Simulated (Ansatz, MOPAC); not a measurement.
Molecule: H$_{4}$SiNO$_{3}$, net charge 0, doublet state. SMILES: [NH][Si](O)(O)O

Atoms: N1, Si2, O3, O4, O5, H6, H7, H8, H9. Bonds: N1-Si2, N1-H6, Si2-O3, Si2-O4, Si2-O5, O3-H7, O4-H8, O5-H9.

Bond lengths (Å) and angles (degrees) optimised at PM6 with MOPAC; PM7 with MOPAC; HF/6-31G* with Ansatz (a first-principles code), each started from the B3LYP-D3(BJ)/def2-TZVP structure (Ansatz) of the last column. A row stands for all coordinates that are equal there; 10 of 17 kinds are shown. 6-31G* holds six Cartesian d functions.

```
coordinate    PM6             PM7  HF/6-31G*  B3LYP-D3(BJ)/def2-TZVP
----------  -----  --------------  ---------  ----------------------
N1-Si2      1.739           1.788      1.746                   1.743
N1-H6       1.003           1.007      1.008                   1.022
Si2-O3      1.553           1.582      1.632                   1.640
Si2-O4      1.553           1.580      1.631                   1.637
Si2-O5      1.557           1.580      1.628                   1.634
O3-H7       0.885           0.957      0.947                   0.960
O4-H8       0.884  0.963 to 0.965      0.947                   0.961
N1-Si2-O3   104.4           108.0      108.0                   108.7
N1-Si2-O4   104.4           110.1      113.9                   111.5
N1-Si2-O5   112.0           107.8      105.7                   107.4
```

A range marks coordinates that this level makes unequal.

Mean signed difference of all 8 bond lengths from B3LYP-D3(BJ)/def2-TZVP: PM6 -0.062 Å, PM7 -0.017 Å, HF/6-31G* -0.009 Å.
